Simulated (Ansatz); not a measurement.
Consider the formal exchange of groups at the Al–Si bond: `[SiH3][AlH][Cl]` + `CC(C)(C)CO` → `CC(C)(C)[CH2][AlH][Cl]` + silanol.

Gas-phase electronic energies from Ansatz, PBE0-D4/def2-TZVP geometries. CBS: MP2 limit from def2 TZ/QZ plus the TZ coupled-cluster correction, frozen cores. Functionals use def2-TZVPP. B3LYP here is the variant with VWN-RPA as its local correlation; programs differ in this. One conformer a species, not always the lowest.

`[SiH3][AlH][Cl]`:

```xyz
7

Si   -0.925   -0.562    0.172
Al    1.245    0.505   -0.196
Cl    1.220    2.589   -0.491
H    -1.823   -0.315   -0.990
H    -1.579    0.008    1.383
H    -0.803   -2.034    0.360
H     2.665   -0.190   -0.238
```

`CC(C)(C)CO`:

Z-matrix (Å, degrees):
```
C
C 1 1.524
H 1 1.092 2 110.8
H 1 1.093 2 110.9 3 120.4
H 1 1.094 2 110.9 3 -119.7
C 2 1.524 1 110.1 3 175.8
C 2 1.526 1 109.9 3 -63.4
C 2 1.531 1 109.7 3 57.5
H 6 1.094 2 111.4 1 179.3
H 6 1.094 2 111.1 1 -60.3
H 6 1.093 2 110.8 1 59.4
H 7 1.095 2 111.3 1 177.6
H 7 1.094 2 111.6 1 56.3
H 7 1.093 2 110.7 1 -62.7
O 8 1.411 2 114.5 1 -59.9
H 8 1.100 2 109.1 1 175.4
H 8 1.094 2 109.2 1 58.4
H 15 0.960 8 108.4 2 -69.6
```

`CC(C)(C)[CH2][AlH][Cl]`:

Z-matrix (Å, degrees):
```
C
C 1 1.526
H 1 1.094 2 111.7
H 1 1.094 2 110.9 3 -120.1
H 1 1.093 2 110.8 3 120.1
C 2 1.528 1 109.3 3 60.5
C 2 1.527 1 109.2 3 179.9
C 2 1.540 1 110.0 3 -59.1
H 6 1.102 2 111.4 1 -56.3
H 6 1.094 2 111.3 1 -176.8
H 6 1.093 2 111.8 1 62.2
H 7 1.094 2 111.3 1 -58.3
H 7 1.093 2 110.7 1 61.7
H 7 1.093 2 111.0 1 -178.6
Al 8 1.953 2 111.9 1 72.4
H 8 1.097 2 109.8 1 -168.6
H 8 1.097 2 109.9 1 -52.2
Cl 15 2.109 8 118.2 2 122.7
H 15 1.581 8 126.6 2 -56.9
```

`O[SiH3]`:

Z-matrix (Å, degrees):
```
Si
O 1 1.648
H 1 1.489 2 111.7
H 1 1.489 2 111.7 3 120.9
H 1 1.481 2 105.9 3 -119.6
H 2 0.957 1 117.9 3 -60.5
```

**Question.** Is it downhill or uphill in electronic energy at CCSD(T)/CBS, and by how much? (Estimate.)

**Answer.** Computed: Downhill: ΔE = -156.1 kJ/mol.

**Question.** What do these levels give: ωB97M-V, B3LYP, r2SCANh, LC-ωPBE, CCSD/def2-SVP, CCSD(T)/def2-SVP? (Best estimate.)

**Answer.** Ansatz gave: ωB97M-V -158.7, B3LYP -143.6, r2SCANh -148.8, LC-ωPBE -144.6, CCSD/def2-SVP -125.6, CCSD(T)/def2-SVP -125.2 kJ/mol.

Largest T1 diagnostic among the species: 0.011.

At CCSD(T), def2-SVP lies +30.9 kJ/mol from the extrapolated value and def2-TZVPP +4.7 kJ/mol. From PBE to PBE0 (25 % exact exchange), in def2-TZVPP and without D4, ΔE moves by −6.6 kJ/mol.
